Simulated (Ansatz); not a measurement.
# Counterpoise correction, worked out

The pair of Li⁺ (SMILES [Li+], atom 1) and BF$_{3}$ (SMILES FB(F)F, atoms 2–5), both closed shells, in one local arrangement (a lower one may exist), relaxed at PBE0-D4/def2-TZVP:

```xyz
5
angstrom
Li -0.0166 -0.1613 -2.5057
F -0.0046 -0.0465 -0.6907
B 0.0045 0.0439 0.6808
F 0.0152 -1.0661 1.3335
F 0.0014 1.2301 1.1821
```

Computed with Ansatz 0.2.0 (basis: def2-TZVPPD); correlated methods freeze the cores. The outer core shell of Li, Na, Mg and K is correlated.

CCSD(T) total energies in eV:

| system | geometry | basis functions | energy |
| --- | --- | --- | --- |
| pair | pair | all | -9020.67371 |
| Li⁺ | as in the pair | all (partner as ghosts) | -197.84947 |
| BF$_{3}$ | as in the pair | all (partner as ghosts) | -8822.04878 |
| Li⁺ | as in the pair | its own | -197.84251 |
| BF$_{3}$ | as in the pair | its own | -8822.03987 |
| Li⁺ | free (PBE0-D4 minimum) | its own | -197.84251 |
| BF$_{3}$ | free (PBE0-D4 minimum) | its own | -8822.16403 |

Q: Work out the interaction energy with and without the counterpoise correction, the superposition error, and the binding energy from the relaxed fragments.

A: Without correction: -9020.67371 − (-197.84251) − (-8822.03987) = -0.79133 eV.
With correction (each fragment in the whole basis): -9020.67371 − (-197.84947) − (-8822.04878) = -0.77546 eV = -17.88 kcal/mol.
The superposition error is the difference, 0.01587 eV, 2 % of the uncorrected value: each fragment borrows its partner's functions.
Deformation from the free shapes: 0.00000 eV for Li⁺ and 0.12416 eV for BF$_{3}$.
Binding energy from relaxed fragments: -0.77546 + 0.00000 + 0.12416 = -0.65130 eV = -15.02 kcal/mol (electronic, without zero-point energy; negative means bound). For comparison, the corrected interaction energy by CCSD(T) at an estimated basis limit (MP2 extrapolated from triple and quadruple zeta, plus CCSD(T) − MP2 in triple zeta) is -0.805 eV; triple zeta with the correction binds less.

The T1 diagnostic stays at or below 0.013.

For scale, one of the runs: CCSD(T)/def2-TZVPPD, 179 basis functions, launched by `ansatz run in.yaml --threads 2 --pin off --events-out ev --progress --plain --max-ram 5222MiB`. The run took 40 s on 2 CPU threads of an Intel Xeon Platinum 8259CL (shared host), with 2 GiB of host memory at its peak.
